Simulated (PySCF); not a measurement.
Mapped SMILES: `[CH3:1][c:2]1[cH:3][cH:4][n:5][n:6]1[CH2:7][C:8]([F:9])([F:10])[F:11]`; H(Xn) means a hydrogen on atom n.

Computed data (PySCF 2.14.0 with density-fitted response routines): geometry from GFN2-xTB, shieldings: GIAO PBE0/pcSseg-1. Gas phase, one conformer, non-relativistic Hamiltonian, fast rotation and ring inversion assumed for equivalent nuclei.

Shifts are taken against calculated references (same method and geometry level): TMS for 13C (σref 186.93) and 1H (σref 31.72); 15N (σref 267.73) against NH3; 19F (σref 170.95) against CFCl3.

```csv
atoms,nucleus,count,Hirshfeld charge,δ (ppm)
C1,13C,1,-0.12,13.1
F9/F10/F11,19F,3,-0.09,-87.6
H(C3),1H,1,0.05,?
C3,13C,1,-0.11,112.9
H(C7),1H,2,0.06,4.60
N5,15N,1,-0.16,350.9
C4,13C,1,-0.03,143.6
C2,13C,1,0.04,?
H(C1),1H,3,0.05,?
H(C4),1H,1,0.06,7.54
C8,13C,1,0.26,133.1
C7,13C,1,-0.03,?
N6,15N,1,0.03,219.8
```

Question: Fill in the missing shifts.

Answer: 
- C2: 143.6 ppm, substituted aromatic carbon next to a ring nitrogen
- C7: 54.5 ppm, sp3 CH2 bonded to N; the inductive effect lowers its shielding
- H(C3): 6.24 ppm, hydrogen on an aromatic CH; aromatic region
- H(C1): 2.49 ppm, hydrogen on a methyl carbon on an aromatic ring; benzylic-type position, deshielded by the ring

Shifts are as computed. Against solution values, carbons near 30 ppm lie about +3 ppm off and those near 130 ppm about +5 ppm. Of 1211 compounds with measured shifts, 218 miss one by over three times the rms of a fit or turn the order of signals round; such compounds aren't used in these exercises. Unscaled 19F shifts against computed CFCl3 carry errors that often reach 10 to 50 ppm. Experimental scales use liquid or dissolved standards, which lie at an offset from isolated NH3 (liquid NH3: subtract about 20 ppm). Unscaled 15N shifts of sp2 nitrogen come out 20 to 40 ppm too high even then.
